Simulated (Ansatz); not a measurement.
Compare A (`OC(F)S[SiH3]`) with its isomer B (`O[SiH](F)CS`).

Gas-phase electronic energies from Ansatz, PBE0-D4/def2-TZVP geometries. CCSD(T)/CBS is the MP2 limit (def2-TZVPP, def2-QZVPP) plus CCSD(T) − MP2 in def2-TZVPP, frozen cores. Functionals use def2-TZVPP. B3LYP here is the variant with VWN-RPA as its local correlation; programs differ in this. One conformer a species, not always the lowest.

Which is lower in electronic energy at CCSD(T)/CBS, and by how much? (Estimate.)

The calculation gave: B, by 322.0 kJ/mol.

Give E(B) − E(A) in kJ/mol with PBE0-D4, CCSD(T)/def2-TZVPP, MP2/def2-TZVPP, B2PLYP, ωB97M-V, B3LYP, B3LYP-D4. (Estimate.)

Ansatz gave: PBE0-D4 -295.5, CCSD(T)/def2-TZVPP -315.6, MP2/def2-TZVPP -328.5, B2PLYP -315.7, ωB97M-V -310.7, B3LYP -306.3, B3LYP-D4 -307.0. None reverses the order clearly.

Largest T1 diagnostic: 0.012.

From PBE to PBE0 (25 % exact exchange), in def2-TZVPP and without D4, E(B) − E(A) moves by −13.0 kJ/mol.
